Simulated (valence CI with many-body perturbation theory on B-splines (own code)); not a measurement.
Which ion has this spectrum?

A relativistic CI+MBPT calculation for an atom or ion with 16 electrons gives these levels (cm⁻¹):

| J | Parity | E | g |
| --- | --- | --- | --- |
| 2 | even | 0 | 1.48 |
| 1 | even | 12658 | 1.50 |
| 0 | even | 14331 |  |
| 2 | even | 37913 | 1.02 |
| 0 | even | 81156 |  |
| 2 | odd | 283398 | 1.50 |
| 1 | odd | 293008 | 1.49 |
| 0 | odd | 299014 |  |
| 1 | odd | 361882 | 1.00 |
| 0 | odd | 387133 |  |
| 1 | odd | 387328 | 1.50 |
| 2 | odd | 387549 | 1.49 |
| 3 | odd | 387878 | 1.49 |
| 4 | odd | 388836 | 1.49 |

The energies are calculated, with errors of perhaps 200 cm⁻¹, more in some levels.

(1) Which is it?
A. Cr8+
B. Fe10+
C. Mn9+
D. Co11+

## Answers

(1) B. Fe10+, ground level 3s²3p⁴ ³P_2.
